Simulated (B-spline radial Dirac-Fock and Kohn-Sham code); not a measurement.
# Magnetic form factor of the 5d shell of Re⁵⁺

System: the Re⁵⁺ ion in the configuration [Xe] 4f14 5d2.

Calculated with an atomic code on a B-spline grid, using Dirac-Fock orbitals of the configuration average with a finite nucleus. ⟨j_K⟩ is the integral of the 5d radial density with the spherical Bessel function j_K(4πsr), s = sin θ/λ.

```
s (Å⁻¹)     ⟨j0⟩     ⟨j2⟩     ⟨j4⟩
      0   1.0000   0.0000   0.0000
   0.07   0.9076   0.0362   0.0005
   0.08   0.8810   0.0464   0.0009
   0.11   0.7861   0.0815   0.0029
   0.13   0.7134   0.1071   0.0054
   0.17   0.5573   0.1574   0.0136
   0.21   0.4024   0.1991   0.0268
   0.26   0.2331   0.2299   0.0488
   0.33   0.0667   0.2293   0.0830
   0.42  -0.0291   0.1755   0.1155
   0.52  -0.0387   0.0971   0.1227
   0.66  -0.0024   0.0208   0.0933
   0.82   0.0241  -0.0077   0.0467
   1.03   0.0228  -0.0018   0.0086
   1.29   0.0071   0.0105  -0.0025
```

Radial moments of the shell: ⟨r²⟩ = 2.674, ⟨r⁴⟩ = 11.08, ⟨r⁶⟩ = 66.69 in powers of bohr.
